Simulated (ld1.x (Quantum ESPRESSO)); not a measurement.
What one change does to a pseudopotential (tin (Sn), TM)

```json
{
  "Element": "Sn (Z = 50)",
  "Generator": "ld1.x (Quantum ESPRESSO) 7.5",
  "Type": "norm-conserving Troullier–Martins (Kleinman–Bylander form)",
  "Functional": "PBE",
  "Relativity": "scalar-relativistic",
  "Frozen core": "[Kr] 4d10",
  "Valence charge": "4",
  "Reference configuration": "5s2 5p2",
  "Partial waves": "5s (bound): rc 1.70 bohr; 5p (bound): rc 2.60 bohr; 5d channel at 0.2 Ry: rc 2.80 bohr",
  "Local potential": "the d channel",
  "Core correction": "a·sin(br)/r model core inside 1.75 bohr"
}
```

Change: wave 5s (bound): rc 1.70 bohr becomes 5s (bound): rc 1.66 bohr.

Cutoffs: the cutoffs (Ry, on a coarse ladder) from which the occupation-weighted sum of valence levels, in a spherical-Bessel basis at the reference potential, stays within 10 and 1 mRy of its value at 400 Ry; they do not see the model core or the augmentation charge, which bear on the density cutoff. Errors are all-electron minus pseudo energies relative to the spin-unpolarised reference configuration.

**Question.** What does the change do?

**Answer.** The potential gets harder (25 Ry and 55 Ry → 30 Ry and 60 Ry); both files keep a bound ghost (p, s); the errors of the 7 common tests hardly move. A smaller radius makes the pseudo-wave follow the all-electron one further in, where it bends more sharply, so more plane waves are needed.

| quantity | base | changed |
| --- | --- | --- |
| cutoff, loose | 25 Ry | 30 Ry |
| cutoff, tight | 55 Ry | 60 Ry |
| loose cutoff by channel (10 mRy a level) | s 18 Ry, p 10 Ry | s 21 Ry, p 10 Ry |
| bound ghosts | s, p | s, p |
| error for 5s2 5p1, meV [ΔE 6.87 eV] | -29 | -29 |
| error for 5s2 5p0, meV [ΔE 20.83 eV] | -115 | -116 |
| error for 5s1 5p0, meV [ΔE 51.80 eV] | -454 | -457 |
| error for 5s2 5p1.5, meV [ΔE 2.62 eV] | -6.6 | -6.6 |
| error for 5s1 5p3, meV [ΔE 6.98 eV] | -32 | -32 |
| error for 5s1 5p2, meV [ΔE 14.52 eV] | -116 | -117 |
| error for 5s0 5p4, meV [ΔE 14.19 eV] | -132 | -135 |
| s: phases at 3.06 bohr within 0.05 rad from the reference energy up to (Ry; the scan ends near 5) | 0.8 | 0.8 |
| p: phases at 3.06 bohr within 0.05 rad from the reference energy up to (Ry; the scan ends near 5) | 1.2 | 1.2 |
| d: phases at 3.06 bohr within 0.05 rad from the reference energy up to (Ry; the scan ends near 5) | 0.7 | 0.7 |

 A true bound ghost makes a file unfit for plane-wave use even where its test errors are small: the radial tests pick states by their node count and pass the ghost by.
